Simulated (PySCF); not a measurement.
Species: C4H7OSi (doublet state).
Geometry (GFN2-xTB, Å), atoms numbered from 1 in this order:
```
atom  x, y, z in Å
C1     3.2268    0.1452    0.7100
C2     2.0607   -0.1281    0.8063
Si3    0.2572   -0.5544    0.9704
O4    -0.0825   -1.9985    0.2867
C5    -0.6837    0.8237    0.1614
C6    -1.9172    0.6440   -0.6333
H7     4.2483    0.3847    0.6249
H8    -0.0763   -0.8450    2.3651
H9     0.0890   -2.1637   -0.6360
H10   -0.3892    1.8506    0.3229
H11   -1.7950    1.0594   -1.6389
H12   -2.1900   -0.4051   -0.7189
H13   -2.7525    1.1876   -0.1813
```

The hyperfine couplings belong to this conformer and change with its torsions.

The species is `C#C[Si@H](O)[CH]C` [radical].

Level of theory: UKS B3LYP, pcH-1 on C H O Si, non-relativistic, mean-field spin-orbit, GIAO (PySCF). One conformer (not necessarily the lowest) at the GFN2-xTB geometry, without solvent, vibrations or thermal averaging. The geometry wasn't refined by DFT: couplings that depend on bond lengths, twists or pyramidal angles can differ widely from those at the functional's own minimum. The SCF solution wasn't tested for stability.

Problem. What is the g tensor, term by term?

Solution. 
```
                    Δg (ppm)     1     2     3
relativistic mass correction  -127  -127  -127
            gauge correction     2    25    25
   orbital Zeeman/spin–orbit    25   420   792
                       total  -100   318   689
```

So g = 2.00222, 2.00264, 2.00301 and g_iso = 2.00262; the tensor is rhombic: the two nearest values differ by 47 % of g3 − g1. Axes: g2 points within 15° of the C5–C6 bond.

Problem. At 9.353 GHz, how far is the centre of the isotropic spectrum from where a free electron (g = 2.002319) resonates?

Solution. B = hν/(g μB) with μB/h = 13.99624 MHz/mT gives 333.74 mT for the free electron and 333.69 mT at g_iso, 0.05 mT lower.

Problem. What effective moment and Curie constant follow for a powder?

Solution. With the mean of g² = 4.0105 and S(S+1) = 0.75: μ_eff = √(⟨g²⟩S(S+1)) = 1.734 μB and χT = 0.12505·⟨g²⟩·S(S+1) = 0.376 cm³ K/mol (cgs; spin-Hamiltonian part alone).

Problem. What are the electron Larmor frequencies g μB B/h along the three axes at 350 mT?

Solution. 9.8082, 9.8103, 9.8121 GHz for g1, g2 and g3, a range of 3.9 MHz.

Problem. In a frozen sample, at which fields do the three g values resonate at 9.5, 34, 94 and 263 GHz (hyperfine left aside), and which band first spreads them over more than twice a line width of 1.0 mT?

Solution. 
```csv
band,GHz,B(g3) mT,B(g2) mT,B(g1) mT,spread mT
X,9.5,338.87,338.93,339.00,0.13
Q,34.0,1212.79,1213.01,1213.27,0.48
W,94.0,3353.00,3353.62,3354.32,1.32
J,263.0,9381.27,9383.01,9384.96,3.70
```

The spread grows in proportion to the frequency. J band is the first where it exceeds 2.0 mT.

The Mulliken spin populations are largest on C5 (+0.99) and C6 (-0.08). C5 is the only atom above +0.15. The positive populations add up to 1.13 and the negative ones to -0.13, together 2S = 1. The angles at C5 add up to 359.8°, so it is planar; its axial dipolar tensor and the negative coupling of its proton fit spin in a p orbital normal to that plane.

The HOMO–LUMO gaps are 5.72 eV among the α and 5.41 eV among the β orbitals.
